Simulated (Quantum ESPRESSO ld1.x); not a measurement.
Question: These are the eigenvalues of the occupied orbitals of an atom or ion with whole-number occupations (eV). Method: scalar-relativistic Kohn-Sham, PW91, spin-unpolarised, spherical densities, point nucleus; computed with ld1.x of Quantum ESPRESSO 7.5.

1s: -35848.833
2s: -5660.600
2p: -5082.661
3s: -1211.567
3p: -1025.589
3d: -752.556
4s: -263.742
4p: -204.208
4d: -117.453
5s: -66.111
5p: -51.002

Which element is it, and in what charge state? The configuration may be excited.

Answer: Z = 55, caesium, charge +4: Cs4+ in [Kr] 4d10 5s2 5p3. The list shows which subshells hold electrons but not how many an open one holds; the 1s level, -1317.4 hartree, gives Z - s = 51.3 by -(Z - s)^2/2, which with screening and relativity narrows Z to a few neighbours, and the depths of the outer levels then fix element, charge and occupations together.
